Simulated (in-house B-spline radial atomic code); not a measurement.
In²⁺. Computed with a B-spline radial atomic code. Model: non-relativistic spherical atom: semilocal Troullier-Martins pseudo-atom, one channel per l, against all electrons, high spin, G0W0 and RPA with empty states to l = 8, local potential for every l without a channel, a model core (radius 0 = none) keeps its share of the functional.

Without relativity these are model numbers for so heavy an element.

What the tables leave out is listed at the end.

The pseudopotential gives back the lowest level of each angular momentum of its own functional in the configuration it was made in; a second state of the same l is only approximately right. Exact exchange, RPA and GW see the smooth pseudo-orbitals and miss the exchange with the core, for which the functional's share stands in. The column with an uncorrelated core keeps all orbitals and exact exchange, and so separates missing core correlation from pseudisation. Only the three outermost levels and the lowest empty one were computed. RPA here is direct RPA, with no exchange kernel, and its energies carry an (l + 1/2)⁻⁴ tail. A hybrid on a potential with a model core restores only its own semilocal share of the core's exchange.

Command:
```bash
python run_psgw.py task.json out
```
Settings (lengths in bohr, energies in hartree):
```
Z                      49
electrons              47
configuration          [Kr] 4d10 5s1
generated_in           [Kr] 4d10 5s2 5p1
functional             lda,vwn
core_shells            7
radius_factor          1.15
core_correction        True
ion_configuration      [Kr] 4d10
```

Time taken, with all properties: 52 s on 1 thread of Intel(R) Xeon(R) Platinum 8259CL CPU @ 2.50GHz (Skylake/Cascade Lake) (shared host).

Given: made with LDA VWN5; model core radius 0.576 bohr; local radius 1.198 bohr; mean-field start LDA VWN5.

Valence shells of the generating configuration: 4p, 4d, 5s, 5p.

Channel: s 2.591, p 0.952, d 1.073 (radii in bohr).

Computed: largest level miss in the spin-unpolarised generating configuration 0.028 eV; valence RPA correlation energy all-electron orbitals -1.0853 hartree; all-electron RPA polarisability, core included 11.654 bohr³; pseudo-atom RPA polarisability 11.566 bohr³; ionisation by mean-field all-electron 27.768 eV; ionisation by mean-field pseudo minus all 0.058 eV; ionisation by RPA all-electron 27.471 eV.

```
          level  occupied  mean-field all-electron (eV)  mean-field pseudo minus all (eV)  G0W0 all-electron (eV)  G0W0 uncorrelated core minus all (eV)  G0W0 pseudo minus all (eV)  exchange self-energy all-electron (eV)  exchange self-energy pseudo (eV)
          5s up         1                       -23.509                             -0.03                 -27.672                                 -0.021                       -1.41                                 -14.479                           -15.176
        4d down         1                       -37.456                             0.017                 -45.167                                  0.109                       0.724                                 -42.855                           -35.375
          4d up         ?                             ?                                 ?                       ?                                      ?                           ?                                       ?                                 ?
5s down (empty)         0                       -22.503                            -0.043                 -18.399                                 -0.018                      -1.373                                 -4.2684                           -5.0223
```

(1) What belongs in the row 4d up?

(2) What is the valence RPA correlation energy pseudo?

(3) What is the ionisation by RPA pseudo minus all?

Given: mean-field start PBE0.

Computed: valence RPA correlation energy all-electron orbitals -1.0319 hartree; valence RPA correlation energy pseudo -1.1884 hartree; all-electron RPA polarisability, core included 10.716 bohr³; pseudo-atom RPA polarisability 9.8204 bohr³; ionisation by mean-field pseudo minus all 0.701 eV; ionisation by RPA pseudo minus all 1.748 eV.

| level | occupied | mean-field all-electron (eV) | mean-field pseudo minus all (eV) | G0W0 all-electron (eV) | G0W0 uncorrelated core minus all (eV) | G0W0 pseudo minus all (eV) | exchange self-energy all-electron (eV) | exchange self-energy pseudo (eV) |
| --- | --- | --- | --- | --- | --- | --- | --- | --- |
| 5s up | 1 | -23.924 | -0.599 | -27.467 | -0.017 | -1.584 | -14.131 | -15.688 |
| 4d down | 1 | -39.753 | 0.48 | -45.323 | 0.112 | 1.257 | -42.99 | -35.406 |
| 4d up | ? | ? | ? | ? | ? | ? | ? | ? |
| 5s down (empty) | 0 | -20.631 | -0.565 | -18.18 | -0.014 | -1.313 | -3.9074 | -5.1799 |

(4) What belongs in the row 4d up?

(5) What is the ionisation by RPA all-electron?

(6) What is the ionisation by mean-field all-electron?

Answers

(1) occupied: 1; mean-field all-electron (eV): -37.685; mean-field pseudo minus all (eV): 0.005; G0W0 all-electron (eV): -45.364; G0W0 uncorrelated core minus all (eV): 0.097; G0W0 pseudo minus all (eV): 0.557; exchange self-energy all-electron (eV): -42.88; exchange self-energy pseudo (eV): -35.692.

(2) -1.2401 hartree.

(3) 1.589 eV.

(4) occupied: 1; mean-field all-electron (eV): -39.987; mean-field pseudo minus all (eV): 0.39; G0W0 all-electron (eV): -45.559; G0W0 uncorrelated core minus all (eV): 0.106; G0W0 pseudo minus all (eV): 1.005; exchange self-energy all-electron (eV): -42.975; exchange self-energy pseudo (eV): -35.721.

(5) 27.338 eV.

(6) 27.045 eV.

Among the listed levels the largest G0W0 shift of the pseudo-atom is -1.58 eV, for 5s up on the PBE0 start, while leaving the core uncorrelated moves that level by -0.02 eV. So pseudisation and the lost core exchange, not the missing core correlation, make the error. Not in the tables (levels of low weight, unsolved or above zero; the highest and the empty levels are kept at any weight): no Hartree-Fock pseudo-atom is run with a model core.
